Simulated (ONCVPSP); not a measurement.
# Before and after: ONCV potential for osmium (Os)

ONCVPSP 4.0.1 input, shortened (lines: element, Z, core and valence counts, functional; n l f; lmax; l rc ep ncon nbas qcut; lloc lpopt rc5 dvloc0; l nproj debl; icmod fcfact rcfact), PBE, fully relativistic:

```
  Os 76.00   11    3        4      upf
    1    0    2.00
    2    0    2.00
    2    1    6.00
    3    0    2.00
    3    1    6.00
    3    2   10.00
    4    0    2.00
    4    1    6.00
    4    2   10.00
    4    3   14.00
    5    0    2.00
    5    1    6.00
    5    2    6.00
    6    0    2.00
    2
    0    2.70    0.00    4    9    2.60
    1    1.60    0.00    4    8    8.30
    2    1.90    0.00    5   10    9.00
    4    5    1.50    2.00
    0    2    2.90
    1    1    3.30
    2    2    0.70
    1    0.40    0.00
```

Open shells are filled in proportion to 2j + 1.

Change: p: rc 2.1.

Cutoffs: the cutoffs (Ha) at which the residual kinetic energy of the hardest occupied pseudo-wave falls to 1 and 0.1 mHa per electron; they do not see the model core or the augmentation charge, which bear on the density cutoff. Errors are all-electron minus pseudo energies relative to the spin-unpolarised reference configuration.

Question: What does the change do?

Answer: The potential gets softer (24 Ha and 29 Ha → 17 Ha and 21 Ha); the bound ghost in p disappears; the errors of the 3 common tests hardly move. A larger radius leaves more room for a smooth pseudo-wave, so fewer plane waves are needed.

```tsv
quantity	base	changed
cutoff, loose	24 Ha	17 Ha
cutoff, tight	29 Ha	21 Ha
loose cutoff by channel	s 3.7 Ha, p 24 Ha, d 17 Ha	s 3.7 Ha, p 16 Ha, d 17 Ha
bound ghosts	p3/2	none
GHOST(+) flags under 300 eV	s at 8.8 eV	s at 8.8 eV
tests with a reliable result	3 of 4	3 of 4
error for 5p6 5d6 6s1, meV [ΔE 9.59 eV]	-6.2	-6.0
error for 5p6 5d6 6s0, meV [ΔE 26.50 eV]	-41	-40
error for 5p6 5d7 6s1, meV [ΔE 0.31 eV]	-16	-14
s: phases at 2.74 bohr within 0.05 rad from the reference energy up to (Ha; the scan ends near 5)	0.3	0.3
d5/2: phases at 1.92 bohr within 0.05 rad from the reference energy up to (Ha; the scan ends near 5)	to the end of the scan	to the end of the scan
d3/2: phases at 1.92 bohr within 0.05 rad from the reference energy up to (Ha; the scan ends near 5)	to the end of the scan	to the end of the scan
rms error of d²Exc/dni dnj with the model core, mHa	2.97	2.82
```

 A true bound ghost makes a file unfit for plane-wave use even where its test errors are small: the radial tests pick states by their node count and pass the ghost by.
